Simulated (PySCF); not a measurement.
Job file and geometry (Å, from GFN2-xTB) of an NMR shielding run on C$_{6}$H$_{17}$BNP, GIAO PBE0/pcSseg-1 NMR shielding, non-relativistic, gas phase in PySCF; density fitting, a coarse starting grid and PySCF grid level 2 are the driver's defaults:

```
$ OMP_NUM_THREADS=1 python probes_run.py task.json out

{"job": {"kind": "nmr", "xc": "PBE0", "basis": "pcSseg-1"}, "charge": 0, "multiplicity": 1}
C      2.955331     0.290697    -1.149146
C      2.706046    -0.324678    -0.000152
B      1.352039    -1.022966     0.367809
P      0.623424     3.023180    -0.399157
N      0.177926    -0.379842     0.043033
C     -1.223459    -0.717542     0.231772
C     -1.397688    -2.134131     0.776135
C     -1.835187     0.290986     1.214109
C     -1.930970    -0.598968    -1.124998
H      3.913963     0.723168    -1.401615
H      2.205349     0.354089    -1.924968
H      3.517539    -0.385705     0.718897
H      1.363103    -2.064151     0.904405
H      1.801884     2.793141    -1.088332
H      0.866154     4.390145    -0.314458
H      1.225676     2.770606     0.825305
H      0.250181     0.538273    -0.384383
H     -0.994182    -2.862618     0.077649
H     -2.455248    -2.339910     0.924124
H     -0.887351    -2.239088     1.729029
H     -1.302695     0.258511     2.161824
H     -2.883885     0.066052     1.393263
H     -1.756801     1.301058     0.814529
H     -1.845606     0.416834    -1.508240
H     -2.985842    -0.844697    -1.029115
H     -1.480750    -1.279831    -1.844044
```

Problem. Write the output of this run.

Solution. 
```
coarse grid: 20832 points
cycle   1  E = -659.1154428455  dE =  6.103e-01  |g| = 5.315e-01  |ddm| = 4.185e+00
cycle   2  E = -659.1090967041  dE =  6.346e-03  |g| = 5.694e-01  |ddm| = 9.807e-01
cycle   3  E = -659.1910112390  dE = -8.191e-02  |g| = 8.133e-02  |ddm| = 5.352e-01
cycle   4  E = -659.1922904020  dE = -1.279e-03  |g| = 3.777e-02  |ddm| = 8.544e-02
cycle   5  E = -659.1926229146  dE = -3.325e-04  |g| = 5.989e-03  |ddm| = 3.068e-02
cycle   6  E = -659.1926324541  dE = -9.539e-06  |g| = 2.036e-03  |ddm| = 8.175e-03
final grid: 192704 points
cycle   7  E = -659.2460400654  dE = -8.799e-05  |g| = 1.161e-02  |ddm| = 5.269e-02
cycle   8  E = -659.2460213539  dE =  1.871e-05  |g| = 1.463e-02  |ddm| = 2.259e-02
cycle   9  E = -659.2460734975  dE = -5.214e-05  |g| = 2.169e-03  |ddm| = 1.294e-02
cycle  10  E = -659.2460746228  dE = -1.125e-06  |g| = 3.552e-04  |ddm| = 1.944e-03
cycle  11  E = -659.2460746487  dE = -2.591e-08  |g| = 1.210e-04  |ddm| = 3.653e-04
cycle  12  E = -659.2460746520  dE = -3.217e-09  |g| = 4.252e-05  |ddm| = 1.296e-04
cycle  13  E = -659.2460746524  dE = -4.143e-10  |g| = 1.392e-05  |ddm| = 4.340e-05
converged SCF energy = -659.2460746524

GIAO shielding tensors (ppm)
atom      isotropic    diamagn.    paramagn.     s11        s22        s33       span
  0 C       54.213     258.511    -204.298    -62.295     58.278    166.656    228.950
  1 C       33.797     261.191    -227.394    -93.524     21.496    173.418    266.942
  2 B       69.002     198.201    -129.200     35.412     49.621    121.971     86.559
  3 P      596.366     969.235    -372.869    538.411    620.602    630.085     91.674
  4 N       88.513     328.700    -240.187     -9.880    105.443    169.975    179.856
  5 C      133.540     238.398    -104.858    119.508    127.056    154.056     34.548
  6 C      156.506     248.199     -91.693    141.873    147.432    180.213     38.339
  7 C      151.747     248.749     -97.002    132.388    139.609    183.243     50.856
  8 C      151.768     248.817     -97.049    134.099    136.726    184.478     50.379
  9 H       25.917      29.640      -3.723     23.109     26.457     28.184      5.075
 10 H       26.011      36.295     -10.284     21.840     26.495     29.699      7.859
 11 H       24.963      31.043      -6.080     21.539     25.897     27.452      5.913
 12 H       26.825      33.794      -6.969     24.655     25.636     30.185      5.530
 13 H       29.936      32.398      -2.462     23.506     28.764     37.536     14.030
 14 H       29.865      29.194       0.671     24.956     25.592     39.046     14.089
 15 H       30.164      32.446      -2.282     25.612     28.612     36.269     10.657
 16 H       26.297      39.086     -12.789     18.580     27.209     33.102     14.521
 17 H       30.463      31.232      -0.769     27.180     27.796     36.412      9.233
 18 H       30.605      30.758      -0.153     26.921     28.587     36.307      9.386
 19 H       30.113      31.564      -1.451     26.523     27.911     35.904      9.381
 20 H       30.595      32.094      -1.499     27.795     28.351     35.638      7.843
 21 H       30.564      31.687      -1.123     26.735     28.153     36.804     10.069
 22 H       29.771      31.889      -2.118     25.342     29.215     34.756      9.415
 23 H       30.157      31.782      -1.625     26.297     29.294     34.879      8.582
 24 H       30.498      31.399      -0.901     26.674     28.065     36.756     10.082
 25 H       30.463      31.670      -1.206     27.576     27.922     35.892      8.315
```

Size and cost of the density-fitted run: 245 basis functions, 4.3 min wall time (3.3 min CPU) on 1 thread of an Intel Xeon, shared host; peak memory 1.1 GiB.
